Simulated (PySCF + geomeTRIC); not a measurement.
Species: C4H11GaO2, SMILES `C[CH2][Ga]([O]C)[O]C` (charge 0, multiplicity 1).

Problem. Give a relaxed geometry from PBE0-D3(BJ)/def2-SVP in PySCF + geomeTRIC.

Solution. This is not unique; one that fits is the end point of this relaxation, one of several conformers (outside a Z-matrix the atoms follow the SMILES, hydrogens last).
Bonded distances (Å): C1–C2 1.524, C1–H8 1.101, C1–H9 1.102, C1–H10 1.101, C2–Ga3 1.957, C2–H11 1.103, C2–H12 1.103, Ga3–O4 1.787, Ga3–O6 1.779, O4–C5 1.392, C5–H13 1.107, C5–H14 1.106, C5–H15 1.106, O6–C7 1.398, C7–H16 1.106, C7–H17 1.105, C7–H18 1.106. Bond angles (°): C2–C1–H8 112.1, C2–C1–H9 111.3, C2–C1–H10 112.1, H8–C1–H9 107.0, H8–C1–H10 107.1, H9–C1–H10 107.0, C1–C2–Ga3 117.5, C1–C2–H11 111.1, C1–C2–H12 111.1, Ga3–C2–H11 105.5, Ga3–C2–H12 105.6, H11–C2–H12 105.1, C2–Ga3–O4 129.9, C2–Ga3–O6 119.9, O4–Ga3–O6 110.2, Ga3–O4–C5 129.2, O4–C5–H13 114.0, O4–C5–H14 110.6, O4–C5–H15 110.7, H13–C5–H14 107.1, H13–C5–H15 107.1, H14–C5–H15 107.0, Ga3–O6–C7 124.8, O6–C7–H16 110.4, O6–C7–H17 113.2, O6–C7–H18 110.4, H16–C7–H17 107.8, H16–C7–H18 107.2, H17–C7–H18 107.8.
